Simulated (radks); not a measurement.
Values are calculated unless marked as measured or tabulated.
Problem. These are the eigenvalues of the occupied orbitals of an atom or ion with whole-number occupations (eV). Code: a radial shooting solver on a logarithmic mesh with Libxc functionals. Model: Dirac Kohn-Sham, PBEsol, spin-unpolarised, spherical densities, finite nucleus; Fermi nuclear charge, rms radius of each element as measured or else 0.836 A^(1/3) + 0.57 fm.

| orbital | eigenvalue |
|---|---|
| 1s1/2 | -5934.351 |
| 2s1/2 | -729.1066 |
| 2p1/2 | -628.6778 |
| 2p3/2 | -620.0539 |
| 3s1/2 | -132.4845 |
| 3p1/2 | -104.0447 |
| 3p3/2 | -102.9223 |
| 3d3/2 | -58.0124 |

Which element is it, and in what charge state? The configuration may be excited. Open shells, if any, fill j = l - 1/2 first.

Solution. Z = 24, chromium, charge +4: Cr4+ in [Ar] 3d2. The list shows which subshells hold electrons but not how many an open one holds; the 1s level, -218.08 hartree, gives Z - s = 20.9 by -(Z - s)^2/2, which with screening and relativity narrows Z to a few neighbours, and the depths of the outer levels then fix element, charge and occupations together.
